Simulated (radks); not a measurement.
The numbers below are computed, except where a source is named.
Problem. All-electron atom: Hg54+ in [Ar] 3d8. Level of theory: scalar-relativistic Kohn-Sham, BLYP, spin-polarised, spherical densities, finite nucleus; open shells are filled with parallel spins first (spin-orbit coupling, left out, can overturn this in heavy ions); Fermi nuclear charge, rms radius 5.4648 fm (a radial shooting solver on a logarithmic mesh with Libxc functionals). Some entries of the table are withheld. Estimate them.

orbital,occ.,eigenvalue (hartree),r(max) (bohr)
1s up,1,-3176.413,0.01023
1s down,1,-3176.408,0.01023
2s up,1,-660.0156,0.05906
2s down,1,-659.6724,0.05905
2p up,3,-585.9835,0.04895
2p down,3,-585.7037,0.04894
3s up,1,-238.3018,0.1640
3s down,1,-237.9052,0.1640
3p up,3,-216.6967,0.1628
3p down,3,-216.3013,0.1628
3d up,5,-195.6504,0.1313
3d down,3,-195.1601,0.1315
4s up,0,-120.3968,(1)
4s down,0,-120.2425,(2)
4p up,0,-112.0733,(3)
4p down,0,-111.9247,(4)

Solution. 
(1) 4s up r(max) (bohr): 0.3406
(2) 4s down r(max) (bohr): 0.3409
(3) 4p up r(max) (bohr): 0.3497
(4) 4p down r(max) (bohr): 0.3500
